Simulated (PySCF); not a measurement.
These 3 structures share the formula C9H14O2. Theory: PySCF, PBE0-D3(BJ)/def2-SVP geometry optimisation, gas phase. One conformer each; no zero-point energy, no entropy. No frequencies were run at this level. Point groups hold within 0.08 Å.

**Question.** Order them by energy at this level, lowest first, and give relative energies in kcal/mol.
A. `[CH2:1]=[C:2]([CH3:3])[C@@H:4]1[O:5][CH2:6][C@@H:7]([CH2:8][CH3:9])[C:10]1=[O:11]` with C1–C2–C4–O5 14°, C6–C7–C8–C9 -171°, C2–C4–O5–C6 -142°, C4–O5–C6–C7 35°, O5–C6–C7–C8 -159°, C6–C7–C10–O11 -157°
B. `[O:1]=[CH:2][O:3][C@@H:4]1[CH2:5][C@H:6]2[CH2:7][CH2:8][CH2:9][CH2:10][C@@H:11]12` with O1–C2–O3–C4 0°, C2–O3–C4–C5 -169°, O3–C4–C5–C6 -143°, C4–C5–C6–C7 -92°, C5–C6–C7–C8 142°, C6–C7–C8–C9 -59°
C. `[CH2:1]=[C:2]1[CH2:3][CH2:4][CH:5]([O:6][C:7]([CH3:8])=[O:9])[CH2:10][CH2:11]1` with C4–C5–O6–C7 154°, C5–O6–C7–C8 180°, C1–C2–C3–C4 -125°, C2–C3–C4–C5 -54°, C3–C4–C5–O6 177°, C4–C5–C10–C11 -56°

**Answer.** C (0.0), B (6.7), A (25.8).

As drawn, the lowest has a C(=O)–O unit, which the highest lacks.

| SMILES | E (Eh) | E rel (kcal/mol) | dipole (D) | point group | A, B, C (MHz) |
| --- | --- | --- | --- | --- | --- |
| C=C1CCC(OC(C)=O)CC1 | -500.92570 | 0.0 | 1.60 | C1 | 2947, 556.6, 515.0 |
| O=CO[C@@H]1C[C@H]2CCCC[C@H]21 | -500.91505 | 6.7 | 1.76 | C1 | 1885, 854.5, 670.3 |
| C=C(C)[C@@H]1OC[C@@H](CC)C1=O | -500.88460 | 25.8 | 1.57 | C1 | 1905, 764.0, 623.1 |
